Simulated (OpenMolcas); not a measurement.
V2+: the spin-orbit constant, Racah parameters, worked from levels

```json
{
  "Program": "OpenMolcas",
  "Basis": "ANO-RCC-VQZP [7s6p4d3f2g1h]",
  "Scalar Hamiltonian": "DKH2, point nucleus",
  "Active space": "3 electrons in 10 orbitals (3d 4d)",
  "State averaging": "2S+1 = 4 even, 10 roots; 2S+1 = 2 even, 40 roots",
  "Spin-orbit coupling": "state interaction with AMFI integrals over the reference wave functions, term energies averaged over their components"
}
```

Methods: CASSCF; MS-CASPT2, IPEA 0.25 Eh, imaginary shift 0.1 Eh (closed shells correlated: 3s 3p). Measured levels: Sugar and Corliss, J. Phys. Chem. Ref. Data 7, 1191 (1978).

**The spin-orbit constant.** For the Hund term 4F of d3, E(J) = (A/2) J(J+1) + constant and ζ = 2S·A = 3A. From J = 3/2 to J = 9/2 the energy changes by 10.5 A.

| Source | E(9/2) - E(3/2) | A | ζ |
| --- | --- | --- | --- |
| CASSCF | 640.6 | 61.0 | 183 |
| MS-CASPT2 | 641.1 | 61.1 | 183 |
| measured | 583.8 | 55.6 | 167 |

All in cm-1. MS-CASPT2 is off by +9.8 % and CASSCF by +9.7 %. Both methods take the spin-orbit matrix elements from the reference wave functions, so the second can move ζ only through the term energies and any multistate remixing. Second-order mixing with other terms is absorbed into this ζ.

**Racah parameters.** Above 4F, d3 has 4P at 15B, 2G at 4B + 3C and 2H at 9B + 3C. The first two fix B and C, and the third tests them; where it misses by thousands of cm-1, two parameters do not describe the configuration (Trees and configuration-interaction terms are left out) and B and C hang on the terms chosen. Term energies are centres of gravity, weighted by 2J + 1.

| Source | 4P | 2G | B | C | C/B | 2H from B, C | 2H found |
| --- | --- | --- | --- | --- | --- | --- | --- |
| CASSCF | 14119 | 14057 | 941 | 3431 | 3.65 | 18762 | 18655 |
| MS-CASPT2 | 11663 | 11577 | 778 | 2822 | 3.63 | 15468 | 16613 |
| measured | 11330 | 11752 | 755 | 2910 | 3.85 | 15525 | 16565 |

Energies in cm-1. From CASSCF to MS-CASPT2, B changes by -17.3 % and C by -17.7 %. Against the measured terms, MS-CASPT2 has B off by +3.0 % and C by -3.0 %.

Term energies are means over components that CASPT2 splits; among the terms shown or strongly mixed into the levels shown the widest spread is 1000 cm-1 (3d3 4F, MS-CASPT2). Active for correlation alone: 4d; no level in the range computed is led by a configuration that fills it, so any true level of that kind is missing. Without dynamic correlation excited terms often stand tens of per cent too high (terms of higher spin than the ground term too low), and those without a measured partner can miss by more than the paired ones (holds for CASSCF). The CASPT2 spread within a term exceeds the gap to the next term for 3d3 2G and 3d3 4P, so the order of their levels is uncertain (holds for MS-CASPT2). Computed and measured levels are paired by configuration, term and J; levels that our copy of the source lacks, or whose pairing is in doubt (as where it misses far off the trend of its configuration), stay unpaired and out of the deviations. Levels of configurations outside the active space are missing.
